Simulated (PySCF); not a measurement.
# Stretching KRb

Set-up: PySCF, spin-free X2C with a Gaussian nucleus, basis sets K x2c-TZVPall, Rb x2c-TZVPall. Energies in eV from K + Rb in their ground configurations at the same level. All curves are PBE0. state 1: ¹Σ⁺ (singlet), closed shell; state 2: ³Σ⁺ (triplet), unpaired electrons σ ↑↑, a second solution, started from another occupation; state 3: ³Π (triplet), unpaired electrons σ ↑, π ↑, a second solution, started from another occupation; state 4: Ms = 0 determinant of mixed spin (⟨S²⟩ near 1.0), unpaired electrons σ ↑, π ↓, a second solution, started from another occupation.

```csv
R (Å),state 1,state 2,state 3,state 4
3.559,-0.3687,0.4138,0.6931,1.0282
3.725,-0.4319,0.3097,0.6446,0.9659
3.891,-0.4699,0.2253,0.6182,0.9258
4.015,-0.4846,0.1732,0.6106,0.9081
4.139,-0.4891,0.1293,0.6119,0.8995
4.263,-0.4851,0.0928,0.6206,0.8987
4.429,-0.4688,0.0539,0.6420,0.9078
4.636,-0.4347,0.0184,0.6810,0.9320
4.884,-0.3799,-0.0091,0.7406,0.9740
5.215,-0.2929,-0.0281,0.8328,1.0409
```

Task: Put a parabola through the three lowest points of the state 1 curve and estimate Re, k and ωe (reduced mass 26.71 u; 1 eV/Å² = 0.16022 mdyn/Å; ωe = 1302.8·√(k/μ) cm⁻¹).

Result: Through R = 4.015, 4.139, 4.263 Å the second-order coefficient is 0.276 eV/Å², so Re ≈ 4.143 Å, k ≈ 0.0886 mdyn/Å and ωe ≈ 75 cm⁻¹. A polynomial fit of higher order to the unrounded PBE0 energies gives Re = 4.139 Å, k = 0.0887 mdyn/Å, ωe = 75.1 cm⁻¹; anharmonicity and rounding make the difference.

The higher-order fit for each curve: state 1: Re = 4.139 Å, ωe = 75.1 cm⁻¹, De = 0.489 eV; state 2: Re = 5.632 Å, ωe = 23.4 cm⁻¹, minimum 0.034 eV below the ground-state fragments; state 3: Re = 4.057 Å, ωe = 74.3 cm⁻¹, minimum 0.61 eV above the ground-state fragments; state 4: Re = 4.214 Å, ωe = 68.4 cm⁻¹, minimum 0.90 eV above the ground-state fragments.

Closed-shell solutions of metal pairs were not tested for spin polarisation, which can lower them a little. Counting both spins, an empty level lies below a filled one in some of these solutions, because spin and occupation are held.
